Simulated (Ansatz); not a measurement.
Computed with Ansatz on PBE0-D4/def2-TZVP structures; ΔE is electronic, products minus reactants. CCSD(T)/CBS adds triple-zeta CCSD(T) − MP2 to the extrapolated MP2 energy (def2 sets, frozen cores). DFT in def2-TZVPP. B3LYP here is the variant with VWN-RPA as its local correlation; programs differ in this. HSE06 is defined as in plane-wave codes. Elements past krypton have def2 core potentials. For Cu, I, Li outer-core shells are correlated without core-valence functions, which leaves a few kJ/mol of doubt a bond. Scalar relativity is left out up to krypton. Each species was taken in one conformer, which may not be the lowest.

Reaction (redistribution): `C[Si](C)(C)[O][Cu]` + `[Li][I]` → `[Cu][I]` + `[Li][O][Si](C)(C)C`

Problem. Is it downhill or uphill in electronic energy at CCSD(T)/CBS, and by how much? (Estimate.)

Solution. The calculation gave: Downhill: ΔE = -69.6 kJ/mol.

Problem. What do these levels give: HSE06-D4, CAM-B3LYP-D4, ωB97M-V, PBE-QIDH, revPBE, B3LYP, r2SCAN0, HSE06, BHLYP, RPA@PBE/def2-TZVPP, SCS-MP2/def2-TZVPP, CCSD/CBS(def2)? (An estimate is asked.)

Solution. Computed: HSE06-D4 -70.5, CAM-B3LYP-D4 -68.8, ωB97M-V -68.4, PBE-QIDH -67.5, revPBE -65.7, B3LYP -74.3, r2SCAN0 -69.2, HSE06 -72.4, BHLYP -78.6, RPA@PBE/def2-TZVPP -53.5, SCS-MP2/def2-TZVPP -60.3, CCSD/CBS(def2) -72.1 kJ/mol.

Largest T1 diagnostic among the species: 0.025, so the coupled-cluster value is less sure than usual.

From BLYP to BHLYP (50 % exact exchange), in def2-TZVPP and without D4, ΔE moves by −9.1 kJ/mol. The D4 term adds +3.1 kJ/mol with B3LYP and +1.9 kJ/mol with PBE0; it sums over pairs of atoms, weighted by their polarisabilities, and B3LYP, whose exchange is more repulsive, gets the larger term. Leaving LDA and LC-ωPBE aside and taking each functional with its dispersion term where it has one, the values, not all of them listed here, spread over 16.8 kJ/mol, from BHLYP-D4 to r2SCAN-D4.
